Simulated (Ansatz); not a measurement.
Ansatz (a first-principles code) input (B3LYP-D3(BJ)/def2-TZVP):

Ansatz 0.2 input:
```yaml
crystal:
  periodic: [false, false, false]
  atoms:
    - {symbol: Si, position_ang: [-0.37602088, 0.42388213, 1.20625302]}
    - {symbol: Br, position_ang: [0.94016301, -0.93238406, -0.36411320]}
    - {symbol: Cl, position_ang: [-1.62596546, 1.57053485, -0.24374003]}
basis:
  gaussian:
    orbitals: def2-TZVP
hamiltonian:
  xc: b3lyp
  dispersion: d3bj
total_charge: -1
magnetization: {spin_polarized: true, initial_magnetization: 1}
phonons: {temperatures: {t_min: 298.15, t_max: 298.15, t_step: 100}}
```

Output:

```
Functional definition: B3LYP
integrals: 0.07 GiB planned
828 factors; integrals over basis functions are off by at most 2.7e-4 eV
mean field: 0.85 GiB planned
mean field evaluation 1: about -90451.3158 eV, gradient 1.2e1 eV
mean field evaluation 2: about -90451.2604 eV, gradient 1.3e1 eV
mean field evaluation 4: about -90451.8522 eV, gradient 5.8e-1 eV
mean field evaluation 8: about -90451.9009 eV, gradient 3.3e-2 eV
mean field evaluation 16: about -90451.9009 eV, gradient 4.1e-5 eV
mean field -90451.90090726 eV, -3324.0460478413 hartree, gradient 4.1e-5 eV, S^2 0.756242; 0 other end points of the search recorded, 0 dependent functions left out
the calculation of the forces begins
reference -90451.90110805 eV, -3324.0460552201 hartree; 34, 33 occupied and 88, 89 virtual orbitals, 828 factors
these checks for a lower state are left out or cut short: stability, starts, cluster_reference, orbital_swaps, neighbouring_geometries, increment
integrals: 0.07 GiB planned
828 factors; integrals over basis functions are off by at most 2.7e-4 eV
mean field: 0.85 GiB planned
mean field -90451.90088279 eV, -3324.0460469420 hartree, gradient 2.9e-6 eV, S^2 0.756242; 0 other end points of the search recorded, 0 dependent functions left out
the calculation of the forces begins
reference -90451.90108359 eV, -3324.0460543212 hartree; 34, 33 occupied and 88, 89 virtual orbitals, 828 factors
these checks for a lower state are left out or cut short: stability, starts, cluster_reference, orbital_swaps, neighbouring_geometries, increment
integrals: 0.07 GiB planned
828 factors; integrals over basis functions are off by at most 2.7e-4 eV
mean field: 0.85 GiB planned
mean field evaluation 32: about -90451.9009 eV, gradient 3.0e-6 eV
mean field -90451.90089137 eV, -3324.0460472573 hartree, gradient 3.0e-6 eV, S^2 0.756242; 0 other end points of the search recorded, 0 dependent functions left out
the calculation of the forces begins
reference -90451.90109215 eV, -3324.0460546358 hartree; 34, 33 occupied and 88, 89 virtual orbitals, 828 factors
these checks for a lower state are left out or cut short: stability, starts, cluster_reference, orbital_swaps, neighbouring_geometries, increment
integrals: 0.07 GiB planned
828 factors; integrals over basis functions are off by at most 2.7e-4 eV
mean field: 0.85 GiB planned
mean field -90451.90090430 eV, -3324.0460477327 hartree, gradient 1.3e-6 eV, S^2 0.756236; 0 other end points of the search recorded, 0 dependent functions left out
the calculation of the forces begins
reference -90451.90110511 eV, -3324.0460551122 hartree; 34, 33 occupied and 88, 89 virtual orbitals, 828 factors
these checks for a lower state are left out or cut short: stability, starts, cluster_reference, orbital_swaps, neighbouring_geometries, increment
integrals: 0.07 GiB planned
828 factors; integrals over basis functions are off by at most 2.7e-4 eV
mean field: 0.85 GiB planned
mean field -90451.90088433 eV, -3324.0460469987 hartree, gradient 1.3e-6 eV, S^2 0.756247; 0 other end points of the search recorded, 0 dependent functions left out
the calculation of the forces begins
reference -90451.90108510 eV, -3324.0460543769 hartree; 34, 33 occupied and 88, 89 virtual orbitals, 828 factors
these checks for a lower state are left out or cut short: stability, starts, cluster_reference, orbital_swaps, neighbouring_geometries, increment
integrals: 0.07 GiB planned
828 factors; integrals over basis functions are off by at most 2.7e-4 eV
mean field: 0.85 GiB planned
mean field -90451.90098588 eV, -3324.0460507304 hartree, gradient 2.1e-6 eV, S^2 0.756240; 0 other end points of the search recorded, 0 dependent functions left out
the calculation of the forces begins
reference -90451.90118668 eV, -3324.0460581099 hartree; 34, 33 occupied and 88, 89 virtual orbitals, 828 factors
these checks for a lower state are left out or cut short: stability, starts, cluster_reference, orbital_swaps, neighbouring_geometries, increment
integrals: 0.07 GiB planned
828 factors; integrals over basis functions are off by at most 2.7e-4 eV
mean field: 0.85 GiB planned
mean field -90451.90080705 eV, -3324.0460441586 hartree, gradient 2.1e-6 eV, S^2 0.756243; 0 other end points of the search recorded, 0 dependent functions left out
the calculation of the forces begins
reference -90451.90100782 eV, -3324.0460515368 hartree; 34, 33 occupied and 88, 89 virtual orbitals, 828 factors
these checks for a lower state are left out or cut short: stability, starts, cluster_reference, orbital_swaps, neighbouring_geometries, increment
integrals: 0.07 GiB planned
828 factors; integrals over basis functions are off by at most 2.7e-4 eV
mean field: 0.85 GiB planned
mean field evaluation 64: about -90451.9009 eV, gradient 7.6e-5 eV
mean field -90451.90089508 eV, -3324.0460473938 hartree, gradient 2.7e-6 eV, S^2 0.756244; 0 other end points of the search recorded, 0 dependent functions left out
the calculation of the forces begins
reference -90451.90109587 eV, -3324.0460547725 hartree; 34, 33 occupied and 88, 89 virtual orbitals, 828 factors
these checks for a lower state are left out or cut short: stability, starts, cluster_reference, orbital_swaps, neighbouring_geometries, increment
integrals: 0.07 GiB planned
828 factors; integrals over basis functions are off by at most 2.7e-4 eV
mean field: 0.85 GiB planned
mean field -90451.90091124 eV, -3324.0460479877 hartree, gradient 2.7e-6 eV, S^2 0.756239; 0 other end points of the search recorded, 0 dependent functions left out
the calculation of the forces begins
reference -90451.90111204 eV, -3324.0460553668 hartree; 34, 33 occupied and 88, 89 virtual orbitals, 828 factors
these checks for a lower state are left out or cut short: stability, starts, cluster_reference, orbital_swaps, neighbouring_geometries, increment
integrals: 0.07 GiB planned
828 factors; integrals over basis functions are off by at most 2.7e-4 eV
mean field: 0.85 GiB planned
mean field -90451.90080699 eV, -3324.0460441566 hartree, gradient 2.1e-6 eV, S^2 0.756243; 0 other end points of the search recorded, 0 dependent functions left out
the calculation of the forces begins
reference -90451.90100776 eV, -3324.0460515345 hartree; 34, 33 occupied and 88, 89 virtual orbitals, 828 factors
these checks for a lower state are left out or cut short: stability, starts, cluster_reference, orbital_swaps, neighbouring_geometries, increment
integrals: 0.07 GiB planned
828 factors; integrals over basis functions are off by at most 2.7e-4 eV
mean field: 0.85 GiB planned
mean field -90451.90097725 eV, -3324.0460504132 hartree, gradient 2.0e-6 eV, S^2 0.756240; 0 other end points of the search recorded, 0 dependent functions left out
the calculation of the forces begins
reference -90451.90117806 eV, -3324.0460577930 hartree; 34, 33 occupied and 88, 89 virtual orbitals, 828 factors
these checks for a lower state are left out or cut short: stability, starts, cluster_reference, orbital_swaps, neighbouring_geometries, increment
integrals: 0.07 GiB planned
828 factors; integrals over basis functions are off by at most 2.7e-4 eV
mean field: 0.85 GiB planned
mean field -90451.90089942 eV, -3324.0460475532 hartree, gradient 2.4e-6 eV, S^2 0.756244; 0 other end points of the search recorded, 0 dependent functions left out
the calculation of the forces begins
reference -90451.90110020 eV, -3324.0460549316 hartree; 34, 33 occupied and 88, 89 virtual orbitals, 828 factors
these checks for a lower state are left out or cut short: stability, starts, cluster_reference, orbital_swaps, neighbouring_geometries, increment
integrals: 0.07 GiB planned
828 factors; integrals over basis functions are off by at most 2.7e-4 eV
mean field: 0.85 GiB planned
mean field evaluation 96: about -90451.8543 eV, gradient 2.2e-1 eV
mean field -90451.90090324 eV, -3324.0460476935 hartree, gradient 2.6e-6 eV, S^2 0.756239; 0 other end points of the search recorded, 0 dependent functions left out
the calculation of the forces begins
reference -90451.90110404 eV, -3324.0460550728 hartree; 34, 33 occupied and 88, 89 virtual orbitals, 828 factors
Total energy: -90452.09407707 eV, -3324.0531467009 hartree
Atom 0 at    -0.376021     0.423882     1.206253 Å, force    -0.000222     0.000225     0.000191 eV/Å
Atom 1 at     0.940163    -0.932384    -0.364113 Å, force     0.000125    -0.000133    -0.000224 eV/Å
Atom 2 at    -1.625965     1.570535    -0.243740 Å, force     0.000097    -0.000093     0.000033 eV/Å
Dipole moment:     0.239224    -0.241057    -0.171987 e Å
Vibrations: 115.73 275.20 375.88 cm⁻¹, zero-point energy 0.047536 eV
```
